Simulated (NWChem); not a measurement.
System: C$_{3}$H$_{7}$NS; SMILES CN1CSC1

```xyz
12

C     -0.1522     2.1276     0.0000
N      0.3650     0.7901     0.0000
C      0.0178    -0.0828    -1.1031
S     -0.0382    -1.5489     0.0000
C      0.0178    -0.0828     1.1031
H      0.2116     2.6705    -0.8864
H      0.2116     2.6705     0.8864
H     -1.2650     2.1745     0.0000
H      0.7734    -0.1452    -1.9049
H     -0.9747     0.1269    -1.5553
H     -0.9747     0.1269     1.5553
H      0.7734    -0.1452     1.9049
```
Atoms are numbered in this order, from 1.

Computed with NWChem. Pople sets run with spherical d functions. Medium grid unless said otherwise, to which SCAN and Minnesota functionals are sensitive. Structure relaxed at the PBE0/def2-SVP level. No frequency run checked for a minimum. Total energies of different functionals are on different scales.

```json
[
 {"level": "B3LYP/6-31G*", "energy (Ha)": "-571.4213", "highest occupied level (eV)": "-5.83", "orbital gap (eV)": "5.89", "dipole (D)": "1.96"},
 {"level": "PBE/6-31G*", "energy (Ha)": "-571.0041", "highest occupied level (eV)": "-4.73", "orbital gap (eV)": "3.97", "dipole (D)": "1.98"},
 {"level": "TPSS/6-31G*", "energy (Ha)": "-571.4618", "highest occupied level (eV)": "-4.88", "orbital gap (eV)": "4.27", "dipole (D)": "2.00"},
 {"level": "CAM-B3LYP/6-31G*", "energy (Ha)": "-571.3155", "highest occupied level (eV)": "-7.41", "orbital gap (eV)": "8.91", "dipole (D)": "1.98"},
 {"level": "LC-BLYP (range parameter 0.33 per bohr)/6-31G*", "energy (Ha)": "-570.6996", "highest occupied level (eV)": "___", "orbital gap (eV)": "___", "dipole (D)": "2.00"},
 {"level": "N12/6-31G*", "energy (Ha)": "-571.3451", "highest occupied level (eV)": "-4.63", "orbital gap (eV)": "4.09", "dipole (D)": "2.04"},
 {"level": "B97-D/6-31G*", "energy (Ha)": "-571.2931", "highest occupied level (eV)": "-4.76", "orbital gap (eV)": "4.10", "dipole (D)": "1.96"},
 {"level": "M05-2X/6-31G*", "energy (Ha)": "-571.3637", "highest occupied level (eV)": "-7.38", "orbital gap (eV)": "8.73", "dipole (D)": "2.04"}
]
```

Complete the blanks.


- LC-BLYP (range parameter 0.33 per bohr)/6-31G*, highest occupied level (eV): -8.27
- LC-BLYP (range parameter 0.33 per bohr)/6-31G*, orbital gap (eV): 10.72
